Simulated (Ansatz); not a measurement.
This singlet lies 0.30 eV below the relaxed triplet at the level frozen-core CCSD(T)/cc-pVTZ // B3LYP-D3(BJ)/def2-TZVP (Ansatz, a quantum-chemistry and plane-wave program); other levels give the other order.

Species: CH5BSi, SMILES `B[Si]C` (singlet; the order of the spin states depends on the level) (charge 0, multiplicity 1).

**Question.** Give a relaxed geometry from B3LYP-D3(BJ)/def2-TZVP run with Ansatz.

**Answer.** One answer among several that fit: the end point of this relaxation, one of several conformers (outside a Z-matrix the atoms follow the SMILES, hydrogens last).
Bonded distances (Å): B1–Si2 1.958, B1–H4 1.198, B1–H5 1.198, Si2–C3 1.913, C3–H6 1.093, C3–H7 1.089, C3–H8 1.096. Angles (°): Si2–B1–H4 121.7, Si2–B1–H5 121.2, H4–B1–H5 115.9, B1–Si2–C3 104.0, Si2–C3–H6 111.7, Si2–C3–H7 112.1, Si2–C3–H8 108.5, H6–C3–H7 109.2, H6–C3–H8 106.5, H7–C3–H8 108.5.
